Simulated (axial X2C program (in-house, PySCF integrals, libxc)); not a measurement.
Outer orbitals of GaF⁺ at 1.709 Å, BLYP

All values were computed with an in-house relativistic program for diatomic molecules. Spin-free means the one-electron spin-free X2C Hamiltonian; two-component (2c) means X2C with spin–orbit coupling and atomic mean-field two-electron Coulomb and Gaunt terms, so the difference of the two also holds small scalar two-electron terms. Basis: Ga dyall-cv3z [9s9p7d4f1g], F dyall-av3z [7s6p3d2f] (cores contracted in-house); Gaussian nuclei, density fitting, unrestricted open shells. Masses: Ga 68.926 u, F 18.998 u.

The distance is close to the 2c PBE0 minimum; the highest filled and lowest empty levels are listed.

Spin-free orbitals, state M_S = 1/2, Λ = 0 (beyond evenly filled blocks: σα) (Löwdin shares):

| symmetry | occupied | ε (eV) | atomic character |
| --- | --- | --- | --- |
| δ-α | yes | -28.60 | 100% Ga d |
| δ+α | yes | -28.60 | 100% Ga d |
| π-α | yes | -28.51 | 99% Ga d |
| π+α | yes | -28.51 | 99% Ga d |
| δ-β | yes | -28.48 | 100% Ga d |
| δ+β | yes | -28.48 | 100% Ga d |
| π-β | yes | -28.40 | 99% Ga d |
| π+β | yes | -28.40 | 99% Ga d |
| σα | yes | -28.38 | 94% Ga d, 3% F s |
| σβ | yes | -28.21 | 94% Ga d, 4% F s |
| σα | yes | -19.49 | 70% F p, 23% Ga s, 4% F s |
| σβ | yes | -18.73 | 68% F p, 25% Ga s, 4% F s |
| π-α | yes | -16.91 | 91% F p, 4% Ga p, 3% Ga d |
| π+α | yes | -16.91 | 91% F p, 4% Ga p, 3% Ga d |
| π-β | yes | -16.71 | 91% F p, 4% Ga p, 3% Ga d |
| π+β | yes | -16.71 | 91% F p, 4% Ga p, 3% Ga d |
| σα | yes | -15.51 | 49% Ga s, 25% F p, 20% Ga p |
| σβ | no | -14.39 | 48% Ga s, 27% F p, 18% Ga p |
| π-α | no | -9.43 | 84% Ga p, 8% F p, 4% Ga d |
| π+α | no | -9.43 | 84% Ga p, 8% F p, 4% Ga d |
| π-β | no | -8.86 | 84% Ga p, 9% F p, 4% F d |
| π+β | no | -8.86 | 84% Ga p, 9% F p, 4% F d |

Spinors with spin–orbit coupling (state Ω = 1/2):

| ω | occupied | ε (eV) | atomic character | λ mixture |
| --- | --- | --- | --- | --- |
| -3/2 | yes | -28.83 | 100% Ga d | 91% δ, 9% π |
| 3/2 | yes | -28.74 | 100% Ga d | 77% δ, 23% π |
| -1/2 | yes | -28.68 | 98% Ga d | 85% π, 15% σ |
| 1/2 | yes | -28.63 | 97% Ga d | 63% π, 37% σ |
| 5/2 | yes | -28.45 | 100% Ga d | 100% δ |
| 3/2 | yes | -28.35 | 99% Ga d | 77% π, 23% δ |
| -5/2 | yes | -28.32 | 100% Ga d | 100% δ |
| -3/2 | yes | -28.27 | 99% Ga d | 91% π, 9% δ |
| 1/2 | yes | -28.23 | 96% Ga d, 2% F s | 63% σ, 37% π |
| -1/2 | yes | -28.13 | 95% Ga d, 3% F s | 85% σ, 15% π |
| 1/2 | yes | -19.48 | 70% F p, 23% Ga s, 4% F s | 100% σ |
| -1/2 | yes | -18.73 | 68% F p, 25% Ga s, 4% F s | 100% σ |
| -1/2 | yes | -16.93 | 91% F p, 4% Ga p, 3% Ga d | 100% π |
| 3/2 | yes | -16.89 | 91% F p, 4% Ga p, 3% Ga d | 100% π |
| 1/2 | yes | -16.72 | 91% F p, 4% Ga p, 3% Ga d | 100% π |
| -3/2 | yes | -16.68 | 91% F p, 4% Ga p, 3% Ga d | 100% π |
| 1/2 | yes | -15.51 | 49% Ga s, 25% F p, 20% Ga p | 100% σ |
| -1/2 | no | -14.39 | 48% Ga s, 27% F p, 18% Ga p | 100% σ |
| -1/2 | no | -9.48 | 84% Ga p, 8% F p, 4% Ga d | 100% π |
| 3/2 | no | -9.37 | 84% Ga p, 8% F p, 4% Ga d | 100% π |
| 1/2 | no | -8.91 | 84% Ga p, 9% F p, 4% F d | 100% π |

Mulliken charges and populations of the two-component result (they depend on the basis, above all on diffuse functions):

Ga 1.32 e (s 7.29 p 12.35 d 10.03 f 0.01), F -0.32 e (s 3.98 p 5.31 d 0.02). ⟨Lz⟩ = 0.00 ħ and ⟨Sz⟩ = 0.50 ħ (0.37 and 0.13 on the two atoms), which add up to Ω.

The state is a single determinant with fixed occupations, the lowest that a limited PBE0 search found. Density functionals use the spin component along the axis (collinear).
